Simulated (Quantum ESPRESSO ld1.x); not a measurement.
All-electron atom: Zr6+ in [Ar] 3d10 4p4 4f2 (not the ground configuration).

Calculated with ld1.x of Quantum ESPRESSO 7.5: non-relativistic Kohn-Sham, LDA (Slater exchange, Perdew-Wang correlation), spin-polarised, spherical densities, point nucleus; open shells are filled with parallel spins first; relativity is left out, which matters for an element this heavy.

Energy parts (eV):
| part | energy |
|---|---|
| total | -95807.66 |
| kinetic | 95743.15 |
| electron-nucleus | -225050.96 |
| Hartree | 36356.81 |
| exchange-correlation | -2856.65 |

Orbitals (lengths in bohr, moments of r in powers of bohr; r(max) is where P^2 peaks):
| orbital | occ. | eigenvalue (eV) | <r^2> | r(max) |
|---|---|---|---|---|
| 1s up | 1 | -17500.5 | 0.001951 | 0.02525 |
| 1s down | 1 | -17500.2 | 0.001951 | 0.02525 |
| 2s up | 1 | -2475.70 | 0.03299 | 0.1415 |
| 2s down | 1 | -2475.46 | 0.03299 | 0.1415 |
| 2p up | 3 | -2279.46 | 0.02519 | 0.1113 |
| 2p down | 3 | -2279.11 | 0.02519 | 0.1114 |
| 3s up | 1 | -485.550 | 0.2524 | 0.4187 |
| 3s down | 1 | -484.918 | 0.2518 | 0.4186 |
| 3p up | 3 | -411.698 | 0.2524 | 0.4062 |
| 3p down | 3 | -411.012 | 0.2515 | 0.4062 |
| 3d up | 5 | -276.597 | 0.2414 | 0.3450 |
| 3d down | 5 | -275.881 | 0.2396 | 0.3449 |
| 4p up | 3 | -116.091 | 1.688 | 1.116 |
| 4p down | 1 | -111.678 | 1.690 | 1.111 |
| 4f up | 2 | -46.5211 | 4.082 | 1.610 |
| 4f down | 0 | -42.9163 | 4.473 | 1.668 |

The highest occupied level is 4f up at -46.521 eV. Summed over all electrons, <r^2> = 19.56 bohr^2, which gives a Langevin (diamagnetic) susceptibility term of -15.5 x 10^-6 cm^3/mol.
